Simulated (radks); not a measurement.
Results of a calculation; reference values are marked as such.
Q: Lu3+, 68 electrons, occupied as [Xe] 4f14 (the NIST ground configuration). Code: a radial shooting solver on a logarithmic mesh with Libxc functionals. Model: Dirac Kohn-Sham, relativistic LDA (MacDonald-Vosko exchange, VWN5 correlation), spin-unpolarised, spherical densities, finite nucleus; Fermi nuclear charge, rms radius 5.37 fm.

Spin-orbit splittings of the eigenvalues, e(l+1/2) - e(l-1/2), with zeta = 2 splitting/(2l+1) and mean radii in bohr:

| shell | occ. | splitting (eV) | zeta (eV) | <r> j=l-1/2 | <r> j=l+1/2 |
|---|---|---|---|---|---|
| 2p | 6 | 1104 | 735.9 | 0.06763 | 0.07520 |
| 3p | 6 | 235.6 | 157.1 | 0.2026 | 0.2167 |
| 3d | 10 | 51.74 | 20.70 | 0.1901 | 0.1945 |
| 4p | 6 | ? | ? | 0.4861 | 0.5189 |
| 4d | 10 | 9.874 | 3.950 | 0.5417 | 0.5533 |
| 4f | 14 | 1.533 | 0.4381 | 0.7081 | 0.7222 |
| 5p | 6 | 7.080 | 4.720 | 1.301 | 1.404 |

Estimate the 4p splitting.

A: 53.83 eV (zeta = 35.89 eV).
